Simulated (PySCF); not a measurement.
A species of formula C2H8O3SSi has this rotational fingerprint, computed with wB97X-D/def2-SVPD in PySCF (dipole) on a GFN2-xTB geometry, gas phase:

- Rotational constants: A = 2925, B = 1338, C = 1164 MHz
- Dipole components: |μa| = 2.09 D, |μb| = 3.52 D, |μc| = 0.37 D
- Inertial defect: -116.33 u·Å²
- κ: -0.80

Question: Which candidate fits, each taken in the one conformer that was computed?
A. `[CH3:1][S@@:2](=[O:3])[CH2:4][O:5][SiH2:6][OH:7]` with C1–S2–C4–O5 -46°, S2–C4–O5–Si6 -79°, C4–O5–Si6–O7 61°, O5–Si6–O7–H -26°
B. `[CH3:1][SiH2:2][O:3][S:4]([CH3:5])(=[O:6])=[O:7]` with C1–Si2–O3–S4 -59°, Si2–O3–S4–C5 -172°
C. `[CH3:1][S:2](=[O:3])(=[O:4])[CH2:5][O:6][SiH3:7]` with C1–S2–C5–O6 66°, S2–C5–O6–Si7 41°
D. `[CH3:1][CH2:2][O:3][Si:4]([OH:5])([OH:6])[SH:7]` with C1–C2–O3–Si4 -175°, C2–O3–Si4–O5 -48°, O3–Si4–O5–H 172°, O3–Si4–O6–H 67°, O3–Si4–S7–H 39°
E. `[CH3:1][S:2][CH2:3][Si:4]([OH:5])([OH:6])[OH:7]` with C1–S2–C3–Si4 -75°, C3–Si4–O5–H 79°, C3–Si4–O6–H 44°, C3–Si4–O7–H 154°

Answer: A. It is C[S@@](=O)CO[SiH2]O, an asymmetric top, point group C1. The candidates at the same level (rigid rotor, commonest isotopes):

```
             SMILES  A (MHz)  B (MHz)  C (MHz)  μa (D)  μb (D)  μc (D)  Δ (u·Å²)  point group                        rotor
     CSC[Si](O)(O)O     3044     1120     1036    0.55    0.43    0.26   -129.37           C1  near-prolate asymmetric top
 C[SiH2]OS(C)(=O)=O     3430     1316     1213    0.04    1.80    2.10   -114.80           C1  near-prolate asymmetric top
 CS(=O)(=O)CO[SiH3]     3418     1320     1274    0.49    1.40    2.79   -133.91           C1  near-prolate asymmetric top
     CCO[Si](O)(O)S     2529     1108    957.4    1.15    0.78    0.53   -128.27           C1               asymmetric top
C[S@@](=O)CO[SiH2]O     2925     1338     1164    2.09    3.52    0.37   -116.33           C1               asymmetric top
```

`C[SiH2]OS(C)(=O)=O` has A 17 % too high; `CSC[Si](O)(O)O` has B 16 % too low; `CCO[Si](O)(O)S` has C 18 % too low; `CS(=O)(=O)CO[SiH3]` has A 17 % too high. No structure here is proved a minimum.
